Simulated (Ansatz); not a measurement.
System: sum formula BNH2Cl, charge 0, multiplicity 2. It need not be the lowest isomer of its formula. SMILES: [B](N)Cl
Geometry from a B3LYP-D3(BJ)/def2-TZVP (Ansatz, an electronic-structure program) optimisation:
```
N
H 1 1.0062
H 1 1.0119 2 114.13
B 1 1.3777 2 122.40 3 -180.00
Cl 4 1.7548 1 124.58 2 180.00
```
Charge 0, spin multiplicity 2.

Computed values are from Ansatz. Cores are frozen in the correlated levels unless marked. UHF or UKS for open shells. No spin-orbit coupling. Non-relativistic. CBS(X,Y): correlation extrapolated as X^-3; Hartree-Fock from the larger set.

What is the atomisation energy De at CCSD(T)/CBS(cc-pV(T+d)Z,cc-pV(Q+d)Z)?

402.6 kcal/mol.

What is the total energy at CCSD(T)/CBS(cc-pV(T+d)Z,cc-pV(Q+d)Z)?

-540.4807 Eh.

What is the dipole moment at CCSD(T)/aug-cc-pV(D+d)Z?

2.68 D.

What is the T1 diagnostic at CCSD/cc-pV(Q+d)Z?

0.013.
